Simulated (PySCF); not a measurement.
Cd(SH)2 (CdH₂S₂), SMILES [SH][Cd][SH].

Coordinates come from a PBE0-D3(BJ)/def2-TZVP optimisation. A frequency run showed that this geometry is not a minimum. The def2 effective core potentials stand for the cores of Cd; spin–orbit coupling is left out. Other conformers were not sampled.

Level of theory: B3LYP/def2-TZVPD in PySCF.

Symmetry labels are those of the subgroup C2v that the program uses (full group C2v).

Computed valence orbital energies around the gap with their symmetry:
```csv
orbital,symmetry,energy (eV)
HOMO−7,B1,-15.24
HOMO−6,A1,-15.22
HOMO−5,A1,-11.04
HOMO−4,B2,-10.81
HOMO−3,A1,-9.22
HOMO−2,B2,-8.06
HOMO−1,B1,-7.37
HOMO,A2,-6.93
LUMO,A1,-1.82
LUMO+1,A1,-1.22
LUMO+2,B1,-0.56
LUMO+3,B2,0.00
```
